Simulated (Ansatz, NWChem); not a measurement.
**Worked example: the enthalpy of formation of BF3 (boron trifluoride)**

BF3 has 4 atoms, charge 0, and is taken as a singlet. SMILES: `FB(F)F`. The shape is that of a PBE0-D4/def2-TZVP optimisation.

Total energies at B3LYP/6-31G* (Cartesian functions) (NWChem 7.3.0); the atoms run unrestricted:

```
species    state  energy (Eh)
    BF3  singlet  -324.553106
      F  doublet   -99.715535
      B  doublet   -24.654354
```

Harmonic wavenumbers at PBE0-D4/def2-TZVP, in cm⁻¹: 475, 475, 690, 897, 1487, 1487.

Measured heats of formation of the gaseous atoms at 298.15 K, in kJ/mol: F 79.4, B 570.3. Spin-orbit lowering of the atoms at 298 K (mean of the ground term's levels less their thermal mean, from spectra), in kJ/mol: F 1.29, B 0.00. Take 1 Eh = 2625.50 kJ/mol, 1 cm⁻¹ = 0.0119627 kJ/mol, RT = 2.479 kJ/mol.

Q: Work out the heat of formation of the gas at 298 K.

A: 
1. Electronic atomisation energy: 3 × (-99.715535) + (-24.654354) − (-324.553106) = 0.752147 Eh = 1974.8 kJ/mol.
2. Zero-point energy: half the sum of the wavenumbers, 2755.5 cm⁻¹ = 33.0 kJ/mol.
3. Thermal vibrational enthalpy, Σ hcν̃/(exp(hcν̃/kT) − 1): 1.8 kJ/mol. Translation, rotation and pV of a non-linear molecule: 4 RT = 9.9 kJ/mol.
4. The 4 free atoms carry 5/2 RT each: 24.8 kJ/mol.
5. Spin-orbit coupling lowers the free atoms by 3 × 1.29 + 0.00 = 3.9 kJ/mol.
6. Atomisation enthalpy at 298 K: 1974.8 − 3.9 − 33.0 − 1.8 − 9.9 + 24.8 = 1951.0 kJ/mol.
7. Sum of the atoms' heats of formation: 808.5 kJ/mol. Heat of formation: 808.5 − 1951.0 = -1142.5 kJ/mol.

The tabulated value is -1135.6 kJ/mol (NIST-JANAF tables), so this level is off by -6.9 kJ/mol, or 0.4 % of the atomisation enthalpy that the table implies (1944.0 kJ/mol). So close a hit in a small basis owes something to errors that cancel. Anharmonicity and any spin-orbit splitting of the molecule are left out.
